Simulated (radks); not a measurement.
The numbers below are computed, except where a source is named.
Nb II, 40 electrons, occupied as [Kr] 4d3 6f1 (not the ground configuration). Code: a radial shooting solver on a logarithmic mesh with Libxc functionals. Model: Dirac Kohn-Sham, PBE, spin-unpolarised, spherical densities, finite nucleus; open shells fill j = l - 1/2 first; Fermi nuclear charge, rms radius 4.324 fm.

Normalised radial functions P(r) = r R(r) (large component), r in bohr:

r           4p1/2    6f7/2
0.00487    0.0097   0.0000
0.005808   0.0129   0.0000
0.00687    0.0170   0.0000
0.008192   0.0225   0.0000
0.009691   0.0295   0.0000
0.01156    0.0391   0.0000
0.01378    0.0516   0.0000
0.0163     0.0669   0.0000
0.01944    0.0870   0.0000
0.02318    0.1119   0.0000
0.02742    0.1406   0.0000
0.03269    0.1755   0.0000
0.03867    0.2126   0.0000
0.04612    0.2531   0.0000
0.05499    0.2912   0.0000
0.06505    0.3194   0.0000
0.07757    0.3321   0.0000
0.09176    0.3188   0.0001
0.1094     0.2685   0.0001
0.1305     0.1739   0.0003
0.1543     0.0425   0.0004
0.184     -0.1272   0.0007
0.2195    -0.3041   0.0011
0.2596    -0.4444   0.0017
0.3096    -0.5185   0.0026
0.3662    -0.4850   0.0037
0.4367    -0.3240   0.0054
0.5207    -0.0489   0.0078
0.616      0.2758   0.0107
0.7345     0.6122   0.0148
0.8758     0.8715   0.0201
1.036      0.9954   0.0266
1.235      0.9767   0.0354
1.461      0.8403   0.0460
1.743      0.6289   0.0602
2.078      0.4103   0.0781
2.458      0.2381   0.0990
2.931      0.1148   0.1234
3.467      0.0482   0.1454
4.135      0.0157   0.1596
4.93       0.0040   0.1535
5.832      0.0008   0.1184
6.955      0.0001   0.0466
8.293      0.0000  -0.0517
9.81       0.0000  -0.1458
11.7       0.0000  -0.1917
13.84      0.0000  -0.1349
16.5       0.0000   0.0065
19.68      0.0000   0.1744
23.28      0.0000   0.2759
27.76      0.0000   0.2363
33.1       0.0000   0.1095
39.15      0.0000   0.0327
46.69      0.0000   0.0055
55.23      0.0000   0.0006
65.85      0.0000   0.0000

4p1/2: eigenvalue -51.487 eV, 2 radial nodes at r = 0.162, 0.535 bohr, <r> = 1.27 bohr, 90 % of the charge inside 1.89 bohr. 6f7/2 (empty): eigenvalue -1.358 eV, 2 radial nodes at r = 7.59, 16.4 bohr, <r> = 21.5 bohr, 90 % of the charge inside 29.8 bohr.
